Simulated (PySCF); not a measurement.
C3H7BFN, SMILES CB(N)/C=C\F. Geometry optimised at ωB97X-D3(BJ)/def2-SVP. The structure was generated by enumeration; whether it is a known compound was not checked. One conformer was computed; it need not be the lowest.

Q: Give the equilibrium geometry at ωB97X-D3(BJ)/def2-SVP (PySCF confirms it by a frequency run) as a Z-matrix, and its point group. (Estimate from the structure and the level; the computed values follow.)

A: This is not unique; one that fits is point group Cs.
```
B
N 1 1.4019
H 2 1.0118 1 122.94
H 2 1.0120 3 114.71 1 180.00
C 1 1.5825 2 120.39 3 0.00
C 5 1.3316 1 127.07 2 0.00
F 6 1.3482 5 122.80 1 0.00
H 5 1.0963 6 113.64 7 180.00
H 6 1.0963 5 126.61 8 0.00
C 1 1.5873 2 120.77 3 180.00
H 10 1.1020 1 114.01 2 0.00
H 10 1.1042 11 108.00 1 -122.86
H 10 1.1042 11 108.00 12 -114.29
```
